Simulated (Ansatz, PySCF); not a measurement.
This PySCF input computes a CAM-B3LYP/def2-TZVPD energy:

```python
from pyscf import gto, scf, dft

mol = gto.M(
    atom='''
    B     0.16290196    0.73925613    0.22572865
    O     0.75277228   -0.45097268   -0.06342708
    C     2.15937113   -0.63176044    0.00744539
    O    -1.18206628    0.87051336    0.14605547
    C    -2.00561088   -0.22813965   -0.24009383
    H     0.80315283    1.69319536    0.55449339
    H     2.66543467    0.28629043    0.31424497
    H     2.52886115   -0.93498051   -0.97318009
    H     2.38068207   -1.42142476    0.72685025
    H    -1.74811895   -0.57547989   -1.24226965
    H    -1.89616423   -1.06148491    0.45622566
    H    -3.03656688    0.12067883   -0.23014422
    ''',
    basis='def2-tzvpd',
    charge=0,
    spin=0,
    verbose=4,
)

mf = dft.RKS(mol, xc='camb3lyp').density_fit(auxbasis='def2-universal-jkfit')
mf.grids.level = 3
mf.conv_tol = 1e-9
mf.max_cycle = 100
mf.max_memory = 1500
mf.kernel()
if not mf.converged:
    mf = mf.newton()
    mf.kernel(mf.make_rdm1())
mf.analyze()
```

Task: Write an input for the same energy in Ansatz (an electronic-structure program) and say what it gives.

Result: 
Ansatz 0.2 input:
```yaml
crystal:
  periodic: [false, false, false]
  atoms:
    - {symbol: B, position_ang: [0.16290196, 0.73925613, 0.22572865]}
    - {symbol: O, position_ang: [0.75277228, -0.45097268, -0.06342708]}
    - {symbol: C, position_ang: [2.15937113, -0.63176044, 0.00744539]}
    - {symbol: O, position_ang: [-1.18206628, 0.87051336, 0.14605547]}
    - {symbol: C, position_ang: [-2.00561088, -0.22813965, -0.24009383]}
    - {symbol: H, position_ang: [0.80315283, 1.69319536, 0.55449339]}
    - {symbol: H, position_ang: [2.66543467, 0.28629043, 0.31424497]}
    - {symbol: H, position_ang: [2.52886115, -0.93498051, -0.97318009]}
    - {symbol: H, position_ang: [2.38068207, -1.42142476, 0.72685025]}
    - {symbol: H, position_ang: [-1.74811895, -0.57547989, -1.24226965]}
    - {symbol: H, position_ang: [-1.89616423, -1.06148491, 0.45622566]}
    - {symbol: H, position_ang: [-3.03656688, 0.12067883, -0.23014422]}
basis:
  gaussian:
    orbitals: def2-TZVPD
hamiltonian:
  xc: {name: CAM-B3LYP}
output: {forces: true}
```
It gives -255.79490 Eh, and PySCF -255.79503 Eh, a difference of 0.13 mEh, from the treatment of integrals and grids.
